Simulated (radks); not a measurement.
Values are calculated unless marked as measured or tabulated.
Ionisation of neutral potassium, [Ar] 4s1, to K+, [Ar], under several functionals. Non-relativistic Kohn-Sham, spin-unpolarised, spherical densities, point nucleus; a radial shooting solver on a logarithmic mesh with Libxc functionals.

functional                                        E(K) (hartree)  Exc (hartree)  IE (eV)  -e(HOMO) (eV)  <r> HOMO (bohr)  IE error (eV)
TASK exchange with Perdew-Wang LDA correlation        -599.66524      -33.17051    3.478          2.219            6.030         -0.863
PBE                                                   -599.70485      -33.19812    4.296          2.311            5.026         -0.044
SCAN                                                  -599.96381      -33.47703    4.008          2.296            5.201         -0.333
HCTH/407                                              -600.04438      -33.58664    4.574          2.363            5.123         +0.234
LDA (Slater exchange, Perdew-Zunger correlation)      -598.19149      -31.64036    4.387          2.421            4.919         +0.047
revPBE                                                -599.82150      -33.31934    4.246          2.268            5.105         -0.095
RPBE                                                  -599.86573      -33.36481    4.321          2.270            5.115         -0.019
BP86                                                  -599.97578      -33.47415    4.317          2.433            4.984         -0.023
XLYP                                                  -600.08565      -33.58673    4.415          2.257            4.946         +0.075
r2SCAN                                                -599.87700      -33.38334    3.965          2.282            5.225         -0.376
B86b exchange with PBE correlation                    -599.89985      -33.39869    4.286          2.326            5.015         -0.055
exchange-only B88                                     -599.13711      -32.61436    3.874          1.871            5.198         -0.467

NIST Atomic Spectra Database: 4.341 eV (measured). Closest: RPBE. The Delta-SCF values span 1.10 eV, the total energies 1.89 hartree. The highest occupied level is 4s. Spin polarisation and multiplet splitting are left out, so open shells lie too high by an amount that depends on their filling.

Beside tabulated values, note that spin-unpolarised runs miss the spin-polarisation part of the exchange energy of open shells.
